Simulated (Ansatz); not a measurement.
Cl2Sn, charge +1, doublet, at a GFN2-xTB geometry (such geometries of metal compounds can be far from the true shape) (a state made from the parent by changing its charge; the spin is typed, not shown lowest) (core potentials on Sn). Base run: HF/def2-SVP in Ansatz (a quantum-chemistry and plane-wave program).

Ansatz was given this input:
Ansatz 0.2 input:
```yaml
crystal:
  periodic: [false, false, false]
  atoms:
    - {symbol: Sn, position_ang: [0.00755256, -0.00709993, 0.44602132]}
    - {symbol: Cl, position_ang: [1.31419946, 1.64977004, -0.65225992]}
    - {symbol: Cl, position_ang: [-1.33641287, -1.62888789, -0.65956749]}
basis:
  gaussian:
    orbitals: def2-SVP
hamiltonian:
  xc: hf
total_charge: 1
magnetization: {spin_polarized: true, initial_magnetization: 1}
```

Variants of this job, named by their change:

```json
[
 {"change": "base", "ΔE vs base (mEh)": "0.000"},
 {"change": "occupation = up:A1:13 A2:3 B1:3 B2:9 down:A1:11 A2:3 B1:4 B2:9", "ΔE vs base (mEh)": "256.1"},
 {"change": "occupation = up:A1:12 A2:4 B1:4 B2:8 down:A1:11 A2:3 B1:4 B2:9", "ΔE vs base (mEh)": "622.5"},
 {"change": "occupation = up:A1:13 A2:3 B1:4 B2:8 down:A1:11 A2:3 B1:4 B2:9", "ΔE vs base (mEh)": "245.5"},
 {"change": "occupation = up:A1:11 A2:3 B1:5 B2:9 down:A1:11 A2:3 B1:4 B2:9", "ΔE vs base (mEh)": "128.5"},
 {"change": "symmetry_tolerance_ang = 0.01", "ΔE vs base (mEh)": "0.000"},
 {"change": "occupation = up:A1:12 A2:3 B1:4 B2:9 down:A1:11 A2:3 B1:4 B2:9", "ΔE vs base (mEh)": "0.000"}
]
```
